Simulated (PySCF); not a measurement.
Stretching GaO⁻

Set-up: Ga aug-cc-pVDZ-PP with ECP10, O aug-cc-pVDZ; scalar-relativistic core potentials (PySCF 2.14). Energies in eV from Ga + O⁻ in their ground configurations at the same level. State: ¹Σ⁺ (singlet), closed shell.

All columns are PBE0. A positive dipole points towards O; it is taken about the centre of mass and depends on that origin.

```
R (Å)  E (eV)  μ (D)  Mulliken charge on Ga (basis-dependent)  HOMO (eV)  LUMO (eV)  Mayer bond order  ⟨S²⟩
1.489  -3.672  -1.42                                     0.18      -0.31       3.14              1.08  0.00
1.558  -4.410  -1.93                                     0.13      -0.41       3.13              1.19  0.00
1.627  -4.811  -2.44                                     0.10      -0.50       3.12              1.28  0.00
1.679  -4.950  -2.82                                     0.08      -0.55       3.11              1.34  0.00
1.731  -4.987  -3.19                                     0.06      -0.60       3.10              1.39  0.00
1.783  -4.945  -3.56                                     0.05      -0.63       3.08              1.42  0.00
1.852  -4.799  -4.05                                     0.04      -0.65       3.05              1.47  0.00
1.939  -4.519  -4.64                                     0.03      -0.66       3.01              1.51  0.00
2.043  -4.099  -5.33                                     0.03      -0.51       2.95              1.54  0.00
2.181  -3.477  -6.19                                     0.03      -0.29       2.85              1.56  0.00
```

A fit through these points gives, at Re = 1.727 Å, μ = -3.16 D and dμ/dR = -7.17 D/Å; the reduced mass is 12.98 u.

How strong is the fundamental in the double-harmonic approximation, I = 42.26·(dμ/dR)²/μred km/mol?

I = 42.26·(-7.17)²/12.98 = 167 km/mol at PBE0.

For an ion De counts to the pair picked by the measured ionisation energies or electron affinities, which need not be the lowest pair at this level.
